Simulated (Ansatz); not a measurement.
Geometry optimisation, RKS r2SCAN/def2-SVP (Ansatz 0.2.0).

Input file:

```yaml
crystal:
  periodic: [false, false, false]
  atoms:
    - { symbol: Al, position_ang: [-1.3373, -0.7267, -0.6903] }
    - { symbol: O, position_ang: [0.2501, 0.6473, -0.1057] }
    - { symbol: C, position_ang: [1.4747, 0.79, 0.5505] }
    - { symbol: O, position_ang: [-0.6508, -0.4209, -2.1306] }
    - { symbol: H, position_ang: [0.0838, 0.2198, -1.3012] }
    - { symbol: O, position_ang: [-2.4068, -1.4057, 0.3346] }
    - { symbol: H, position_ang: [2.032, 1.6112, 0.0855] }
    - { symbol: H, position_ang: [1.3014, 1.0325, 1.6037] }
    - { symbol: H, position_ang: [2.0804, -0.1208, 0.4978] }
    - { symbol: H, position_ang: [-2.8275, -1.6267, 1.1557] }
basis:
  gaussian: { orbitals: def2-SVP }
hamiltonian:
  xc: r2scan
relax:
  f_tol: 0.15
  max_steps: 25
  restrain:
    - { distance: [4, 1], at: 0.97, k: 30.0 }
    - { distance: [0, 1], at: 3.17, k: 30.0 }
    - { distance: [4, 3], at: 2.27, k: 30.0 }
```

Run as:

```bash
$ ansatz run input.yaml --threads 2 --pin off --max-ram 3072MiB --backend cpu --events-out ev --progress --plain --runs-dir out
```

Where does it end, and by what steps?

The forces met the threshold. The restraints hold the end off the free minimum. After 17 steps the energy has risen by 0.634 eV (the restraints' own energy left out); H5 moved furthest, 0.84 Å. Parted: Al1–O2, Al1–H5. Joined: O2–H5.

```json
{"step": "0", "energy less start (eV)": "0.0000", "largest force component (eV/Å)": "2.156", "accepted": "yes"}
{"step": "1", "energy less start (eV)": "0.8548", "largest force component (eV/Å)": "5.094", "accepted": "yes"}
{"step": "2", "energy less start (eV)": "1.0301", "largest force component (eV/Å)": "5.555", "accepted": "yes"}
{"step": "3", "energy less start (eV)": "0.9791", "largest force component (eV/Å)": "3.724", "accepted": "yes"}
{"step": "4", "energy less start (eV)": "0.7390", "largest force component (eV/Å)": "0.573", "accepted": "yes"}
{"step": "5", "energy less start (eV)": "0.6888", "largest force component (eV/Å)": "0.903", "accepted": "yes"}
{"step": "6", "energy less start (eV)": "0.7466", "largest force component (eV/Å)": "2.846", "accepted": "no"}
{"step": "7", "energy less start (eV)": "0.6609", "largest force component (eV/Å)": "0.324", "accepted": "yes"}
{"step": "8", "energy less start (eV)": "0.6486", "largest force component (eV/Å)": "0.273", "accepted": "yes"}
{"step": "9", "energy less start (eV)": "0.6401", "largest force component (eV/Å)": "0.280", "accepted": "yes"}
{"step": "10", "energy less start (eV)": "0.6993", "largest force component (eV/Å)": "2.304", "accepted": "no"}
{"step": "11", "energy less start (eV)": "0.6435", "largest force component (eV/Å)": "0.777", "accepted": "no"}
{"step": "12", "energy less start (eV)": "0.6389", "largest force component (eV/Å)": "0.275", "accepted": "yes"}
{"step": "13", "energy less start (eV)": "0.6351", "largest force component (eV/Å)": "0.277", "accepted": "yes"}
{"step": "14", "energy less start (eV)": "0.6907", "largest force component (eV/Å)": "1.868", "accepted": "no"}
{"step": "15", "energy less start (eV)": "0.6452", "largest force component (eV/Å)": "0.538", "accepted": "no"}
{"step": "16", "energy less start (eV)": "0.6341", "largest force component (eV/Å)": "0.303", "accepted": "yes"}
{"step": "17", "energy less start (eV)": "0.6336", "largest force component (eV/Å)": "0.286", "accepted": "yes"}
```

```xyz
10
Properties=species:S:1:pos:R:3
Al -1.563 -1.211 -0.894
O 0.252 1.196 0.043
C 1.534 0.830 0.504
O -0.591 -0.789 -2.112
H 0.205 0.947 -0.897
O -2.619 -1.774 0.278
H 2.333 1.450 0.054
H 1.560 0.991 1.593
H 1.774 -0.232 0.307
H -2.885 -1.408 1.124
```

Whether the end is a true minimum wasn't checked by a vibrational analysis.

The run took 61 s on 2 threads of Arm Neoverse V1, with other jobs on the host, peak memory 0.15 GiB.
